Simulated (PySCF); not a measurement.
SMILES F[Si](F)(F)[SiH2][SiH2][Si](F)(F)F (GFN2-xTB optimised geometry):

```
14

F     -1.870     2.641    -1.036
Si    -1.945     1.062    -1.176
F     -3.517     0.817    -1.234
F     -1.587     0.544     0.288
Si    -0.666     0.016    -2.753
Si     0.869    -1.425    -1.725
Si     1.925    -0.362     0.000
F      3.517    -0.362     0.000
F      1.605    -0.808     1.489
F      1.596     1.197     0.000
H     -1.557    -0.694    -3.687
H     -0.003     1.044    -3.574
H      0.224    -2.641    -1.197
H      1.887    -1.920    -2.668
```

Level of theory: PySCF with PBE/def2-TZVP.

What are the frontier orbital energies and the dipole moment?

HOMO-2 -9.03 eV, HOMO-1 -8.58 eV, HOMO -8.36 eV, LUMO -2.55 eV, LUMO+1 -2.22 eV; dipole moment 4.54 D.

Meta-Löwdin charges at PBE/def2-TZVP: F1 -0.46, Si2 1.40, F3 -0.46, F4 -0.47, Si5 0.04, Si6 0.05, Si7 1.40, F8 -0.46, F9 -0.46, F10 -0.47, H11 -0.03, H12 -0.03, H13 -0.03, H14 -0.03.
